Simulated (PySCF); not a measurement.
# CaS from Hartree–Fock to correlated methods

State: ¹Σ⁺ (singlet), closed shell. Set-up: Ca x2c-SVPall, S x2c-SVPall; spin-free X2C with a Gaussian nucleus (PySCF 2.14). De refers to Ca + S in their high-spin ground configurations, without counterpoise correction. A positive dipole means Ca(−)S(+).

| Level | Re (Å) | ωe (cm⁻¹) | De (eV) | μ (D) | CPU s a point (SCF and correlation, without the integrals) |
| --- | --- | --- | --- | --- | --- |
| RHF | 2.344 | 495 | 1.15 | -12.32 | 0.045 |
| RHF-MP2 | 2.370 | 429 | 2.27 | n/a | 0.066 |
| RHF-SCS-MP2 | 2.374 | 428 | 2.10 | n/a | n/a |
| RHF-CCSD | 2.373 | 437 | 1.93 | n/a | n/a |
| RHF-CCSD(T) | 2.398 | 410 | 2.18 | n/a | 0.58 |
| PBE | 2.309 | 480 | 3.89 | -8.71 | 0.55 |
| PBEsol | 2.294 | 490 | 4.17 | -8.77 | 0.42 |
| r²SCAN | 2.305 | 494 | 3.94 | -9.67 | 0.78 |
| r²SCANh | 2.303 | 498 | 3.76 | -9.96 | 0.76 |
| PBE0 | 2.299 | 497 | 3.49 | -9.85 | 0.86 |
| M06-2X | 2.316 | 483 | 3.04 | -10.28 | 0.82 |
| ωB97X | 2.290 | 516 | 3.25 | -10.94 | 0.67 |

Q: Which functional lies closest to RHF-CCSD(T) in De, which farthest, and by how much do they differ from it?

A: Closest is M06-2X (-8.2 pm in Re, +17.8 % in ωe, +0.86 eV in De against RHF-CCSD(T) in the same basis), farthest PBEsol (-10.4 pm in Re, +19.5 % in ωe, +1.99 eV in De). CCSD(T) converges more slowly with the basis than the functionals do and binds too weakly in this one, so the order can change at the basis-set limit.

Q: What does a quarter of exact exchange do here, going from PBE to PBE0?

A: PBE0 less PBE: -1.0 pm in Re, +3.5 % in ωe, -0.40 eV in De. Exact exchange removes part of the self-interaction that spreads semilocal densities, and in most molecules shortens and stiffens the bond and lowers De; so it does here.

Q: What does the triples do here, going from RHF-CCSD to RHF-CCSD(T)?

A: RHF-CCSD(T) less RHF-CCSD: +2.5 pm in Re, -6.2 % in ωe, +0.25 eV in De. Correlation nearly always deepens the well. The bond lengthens, as in strong covalent bonds, where excitations into antibonding orbitals dominate.

Measured (Huber and Herzberg, Constants of Diatomic Molecules (1979)): Re = 2.3178 Å, ωe = 462.23 cm⁻¹.

Correlated steps freeze 10 core orbitals. Correlated levels converge slowly with the basis: in double zeta they bind strong bonds too weakly, by up to about 1 eV, and carry superposition errors of some tenths. Where the molecule has an RHF reference, its open-shell atoms are computed with UHF. The CCSD T1 diagnostic is raised, a sign that a single reference may not be enough here.

The whole job (state search and all levels along the bond) took about 1.6 min on 1 thread of Arm Neoverse V1 (shared host), peak memory 0.49 GiB.
